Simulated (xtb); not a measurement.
CHF$_{2}$, doublet, geometry from GFN2-xTB; GFN2-xTB (xtb).

Input for xtb:
```
$ xtb mol.xyz --gfn 2 --uhf 1 --json

# file mol.xyz
4

C      0.06401414    -0.00053804     0.50038755
F     -0.08071573     1.09566547    -0.23113025
F     -0.06029074    -1.09592016    -0.23609971
H      0.88497342     0.00552047     1.20274435
```

What the program printed (banner, timings and long lists left out):

```
   ID    Z sym.   atoms
    1    6 C      1
    2    9 F      2, 3
    3    1 H      4

           -------------------------------------------------
          |                Calculation Setup                |
           -------------------------------------------------

           -------------------------------------------------
          |                 G F N 2 - x T B                 |
           -------------------------------------------------

          ...................................................
          :                      SETUP                      :
          :.................................................:
          :  # basis functions                  13          :
          :  # atomic orbitals                  13          :
          :  # shells                            7          :
          :  # electrons                        19          :
          :  max. iterations                   250          :
          :  Hamiltonian                  GFN2-xTB          :
          :  restarted?                      false          :
          :  GBSA solvation                  false          :
          :  PC potential                    false          :
          :  electronic temp.          300.0000000     K    :
          :  accuracy                    1.0000000          :
          :  -> integral cutoff          0.2500000E+02      :
          :  -> integral neglect         0.1000000E-07      :
          :  -> SCF convergence          0.1000000E-05 Eh   :
          :  -> wf. convergence          0.1000000E-03 e    :
          :  Broyden damping             0.4000000          :
          :  net charge                          0          :
          :  unpaired electrons                  1          :
          ...................................................

 iter      E             dE          RMSdq      gap      omega  full diag
   1    -12.0577960 -0.120578E+02  0.448E+00   12.07       0.0  T
   2    -12.0641110 -0.631498E-02  0.239E+00   12.21       1.0  T
   3    -12.0643500 -0.239047E-03  0.897E-01   12.16       1.0  T
   4    -12.0646070 -0.256951E-03  0.141E-01   12.18       1.0  T
   5    -12.0646094 -0.237602E-05  0.278E-02   12.18       1.8  T
   6    -12.0646098 -0.444310E-06  0.158E-02   12.17       3.2  T
   7    -12.0646099 -0.935628E-07  0.924E-04   12.18      54.1  T
   8    -12.0646099 -0.188676E-09  0.193E-04   12.18     259.3  T

   *** convergence criteria satisfied after 8 iterations ***

         :::::::::::::::::::::::::::::::::::::::::::::::::::::
         ::                     SUMMARY                     ::
         :::::::::::::::::::::::::::::::::::::::::::::::::::::
         :: total energy             -12.022573856017 Eh    ::
         :: gradient norm              0.000009457373 Eh/a0 ::
         :: HOMO-LUMO gap             12.175689159711 eV    ::
         ::.................................................::
         :: SCC energy               -12.064609899234 Eh    ::
         :: -> isotropic ES            0.014841751370 Eh    ::
         :: -> anisotropic ES          0.001034041403 Eh    ::
         :: -> anisotropic XC         -0.006624571604 Eh    ::
         :: -> dispersion             -0.000746969347 Eh    ::
         :: repulsion energy           0.042036043217 Eh    ::
         :: add. restraining           0.000000000000 Eh    ::
         :: total charge              -0.000000000000 e     ::
         :::::::::::::::::::::::::::::::::::::::::::::::::::::

           -------------------------------------------------
          |                Property Printout                |
           -------------------------------------------------

    * Orbital Energies and Occupations

         #    Occupation            Energy/Eh            Energy/eV
      -------------------------------------------------------------
         1        2.0000           -0.8708818             -23.6979
         2        2.0000           -0.8635965             -23.4997
         3        2.0000           -0.6524933             -17.7552
         4        2.0000           -0.6058679             -16.4865
         5        2.0000           -0.6035626             -16.4238
         6        2.0000           -0.5858653             -15.9422
         7        2.0000           -0.5436422             -14.7933
         8        2.0000           -0.5358377             -14.5809
         9        2.0000           -0.5177311             -14.0882
        10        1.0000           -0.3726375             -10.1400 (HOMO)
        11                          0.0748109               2.0357 (LUMO)
        12                          0.1202340               3.2717
        13                          0.1989691               5.4142
      -------------------------------------------------------------
                  HL-Gap            0.4474483 Eh           12.1757 eV
             Fermi-level           -0.2970488 Eh           -8.0831 eV

     #   Z          covCN         q      C6AA      α(0)
     1   6 C        2.494     0.217    23.597     7.934
     2   9 F        0.785    -0.149    10.724     3.868
     3   9 F        0.785    -0.149    10.724     3.868
     4   1 H        0.926     0.082     1.960     2.189

 Mol. C6AA /au·bohr⁶  :        160.816314
 Mol. C8AA /au·bohr⁸  :       3308.733526
 Mol. α(0) /au        :         17.859557

Wiberg/Mayer (AO) data.
largest (>0.10) Wiberg bond orders for each atom

 ---------------------------------------------------------------------------
     #   Z sym  total        # sym  WBO       # sym  WBO       # sym  WBO
 ---------------------------------------------------------------------------
     1   6 C    3.182 --     2 F    1.114     3 F    1.114     4 H    0.955
     2   9 F    1.206 --     1 C    1.114
     3   9 F    1.206 --     1 C    1.114
     4   1 H    0.993 --     1 C    0.955
 ---------------------------------------------------------------------------

Topologies differ in total number of bonds
Writing topology from bond orders to xtbtopo.mol

molecular dipole:
                 x           y           z       tot (Debye)
 q only:        0.203       0.001       0.523
   full:        0.348       0.002       0.553       1.661
molecular quadrupole (traceless):
                xx          xy          yy          xz          yz          zz
 q only:        0.587       0.020      -1.672       0.477      -0.002       1.085
  q+dip:        1.982       0.047      -3.254       0.970      -0.001       1.273
   full:        1.738       0.041      -2.889       0.723      -0.002       1.151

           -------------------------------------------------
          | TOTAL ENERGY              -12.022573856017 Eh   |
          | GRADIENT NORM               0.000009457373 Eh/α |
          | HOMO-LUMO GAP              12.175689159711 eV   |
           -------------------------------------------------

normal termination of xtb
```
